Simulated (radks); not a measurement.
Question: Radial electron density D(r) = 4 pi r^2 rho(r) of an atom or ion with 55 electrons. Method: scalar-relativistic Kohn-Sham, r2SCAN, spin-polarised, spherical densities, finite nucleus; meta-GGA in the generalised Kohn-Sham scheme; Fermi nuclear charge, rms radius of each element as measured or else 0.836 A^(1/3) + 0.57 fm; computed with a radial shooting solver on a logarithmic mesh with Libxc functionals.

| r (bohr) | D(r) (e/bohr) | spin D(r) |
|---|---|---|
| 0.0008514 | 2.257 | 0.00000286 |
| 0.0009833 | 2.882 | 0.00000365 |
| 0.001136 | 3.672 | 0.00000464 |
| 0.001301 | 4.603 | 0.00000581 |
| 0.001502 | 5.829 | 0.00000734 |
| 0.001735 | 7.354 | 0.00000923 |
| 0.002004 | 9.238 | 0.0000116 |
| 0.002296 | 11.41 | 0.0000142 |
| 0.002652 | 14.18 | 0.0000176 |
| 0.003062 | 17.52 | 0.0000216 |
| 0.003536 | 21.48 | 0.0000263 |
| 0.004052 | 25.83 | 0.0000314 |
| 0.004679 | 31.10 | 0.0000373 |
| 0.005404 | 37.02 | 0.0000438 |
| 0.006241 | 43.49 | 0.0000505 |
| 0.00715 | 49.95 | 0.0000567 |
| 0.008258 | 56.89 | 0.0000625 |
| 0.009537 | 63.54 | 0.0000669 |
| 0.01101 | 69.45 | 0.0000690 |
| 0.01262 | 73.88 | 0.0000681 |
| 0.01457 | 76.89 | 0.0000635 |
| 0.01683 | 77.89 | 0.0000547 |
| 0.01944 | 76.87 | 0.0000420 |
| 0.02245 | 74.29 | 0.0000265 |
| 0.02572 | 71.30 | 0.00000996 |
| 0.0297 | 68.87 | -0.0000101 |
| 0.0343 | 68.70 | -0.0000378 |
| 0.03961 | 71.95 | -0.0000877 |
| 0.04538 | 78.35 | -0.000182 |
| 0.05241 | 87.49 | -0.000378 |
| 0.06053 | 96.47 | -0.000726 |
| 0.0699 | 102.0 | -0.00126 |
| 0.08009 | 101.7 | -0.00190 |
| 0.09249 | 95.32 | -0.00242 |
| 0.1068 | 85.54 | -0.00210 |
| 0.1234 | 77.41 | 0.000552 |
| 0.1413 | 75.36 | 0.00756 |
| 0.1632 | 79.90 | 0.0237 |
| 0.1885 | 86.83 | 0.0542 |
| 0.2177 | 88.62 | 0.106 |
| 0.2494 | 80.82 | 0.180 |
| 0.288 | 63.86 | 0.291 |
| 0.3327 | 45.46 | 0.436 |
| 0.3842 | 34.11 | 0.611 |
| 0.4437 | 32.66 | 0.800 |
| 0.5083 | 36.35 | 0.958 |
| 0.5871 | 38.32 | 1.07 |
| 0.678 | 34.33 | 1.09 |
| 0.783 | 26.02 | 1.03 |
| 0.8971 | 18.13 | 0.915 |
| 1.036 | 12.65 | 0.750 |
| 1.196 | 10.15 | 0.564 |
| 1.382 | 8.828 | 0.380 |
| 1.583 | 7.305 | 0.229 |
| 1.828 | 5.139 | 0.110 |
| 2.111 | 2.965 | 0.0406 |
| 2.438 | 1.366 | 0.0100 |
| 2.794 | 0.5226 | 0.00129 |
| 3.226 | 0.1445 | -0.000191 |
| 3.726 | 0.02950 | -0.000113 |
| 4.303 | 0.004291 | -0.0000212 |
| 4.93 | 0.0004894 | -0.00000192 |

What is the nuclear charge?

Answer: Z = 59. The innermost maximum, from 1s, lies near gamma/Z bohr with gamma = sqrt(1 - (Z/c)^2) = 0.903, here 0.0153 bohr (found: 0.0168), and its height grows with Z. The density is that of the praseodymium ion Pr4+ in [Xe] 4f1; the configuration itself is not fixed sharply by these data, and Z only to a few units. D(r) has 4 maxima, at r = 0.0168, 0.0745, 0.209, 0.578 bohr, and minima at 0.0322, 0.138, 0.423 bohr, inside which lie 1.95, 11.18, 29.02 electrons.
